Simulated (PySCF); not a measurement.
## Working out the ionisation energy of Ge⁺

Ge⁺ [Ar] 3d10 4s2 4p1 (2P) → Ge²⁺ [Ar] 3d10 4s2 (1S). All numbers are calculated (PySCF 2.14, the spin-free X2C one-electron Hamiltonian (Gaussian nucleus), in ANO-RCC-VTZP). Frozen: [Ar] 3d10. Energies in hartree (1 hartree = 27.21139 eV):

```
            part   Ge⁺ (lower)  Ge²⁺ (upper)
             UHF  -2096.782830  -2096.222310
CCSD correlation     -0.047904     -0.038637
             (T)     -0.000509      0.000000
```

Q: What does Hartree-Fock give?

A: (-2096.222310) − (-2096.782830) = 0.560520 hartree = 15.253 eV.

Q: What do CCSD and CCSD(T) give?

A: The CCSD correlation energies differ by 0.009267 hartree = 0.252 eV and the triples by 0.000509 hartree = 0.014 eV, so CCSD gives 15.505 eV and CCSD(T) 15.519 eV.

Measured between the centres of the two terms (NIST): 15.789 eV, so CCSD(T) (valence) is off by -0.270 eV.

What remains against the reference includes basis incompleteness, the frozen core and higher excitations.
